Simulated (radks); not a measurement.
All-electron atom: Tm I in [Xe] 4f13 6s2 (the NIST ground configuration). All-electron calculation, scalar-relativistic Kohn-Sham, LB94 model potential, spin-unpolarised, spherical densities, finite nucleus; Fermi nuclear charge, rms radius 5.2256 fm. Program: a radial shooting solver on a logarithmic mesh with Libxc functionals.

Unscreened Slater integrals over Kohn-Sham orbitals (cm^-1).

F0(6s,6s): 53930
F0(6s,4f): 71313
G3(6s,4f): 2516.1
F0(6s,5p): 68072
G1(6s,5p): 5307.3
F0(6s,5s): 69220
G0(6s,5s): 2721.2
F0(4f,4f): 263970
F2(4f,4f): 122000
F4(4f,4f): 75909
F6(4f,4f): 54437
F0(4f,5p): 162770
F2(4f,5p): 54421
G2(4f,5p): 29110
G4(4f,5p): 22067
F0(4f,5s): 186670
G3(4f,5s): 34837
F0(5p,5p): 135170
F2(5p,5p): 72187
F0(5p,5s): 146220
G1(5p,5s): 96271
F0(5s,5s): 161230

Derived for the open shells (J is the average intra-shell exchange parameter used in DFT+U). 4f: F4/F2 = 0.622, F6/F2 = 0.446, J = (286 F2 + 195 F4 + 250 F6)/6435 = 9837 cm^-1.
